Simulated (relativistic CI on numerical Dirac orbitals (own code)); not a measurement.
# N6+: q coefficients

Computed by Dirac equation for one electron (own radial code, finite nucleus).

CI space: 1s, 2s, 2p. Levels of other configurations are missing.

With x = (α/α₀)² − 1 an excitation energy changes as ω = ω₀ + qx; K = 2q/ω₀ is the relative enhancement. Terms are leading LS components, so labels can repeat.

Lowest level 1s 2S_1/2.

```json
{"Level": "2p 2P°_1/2", "ω₀ (cm⁻¹)": "4035102", "q (cm⁻¹)": "2418", "K": "0.0012"}
{"Level": "2s 2S_1/2", "ω₀ (cm⁻¹)": "4035102", "q (cm⁻¹)": "2418", "K": "0.0012"}
{"Level": "2p 2P°_3/2", "ω₀ (cm⁻¹)": "4035980", "q (cm⁻¹)": "3297", "K": "0.00163"}
```
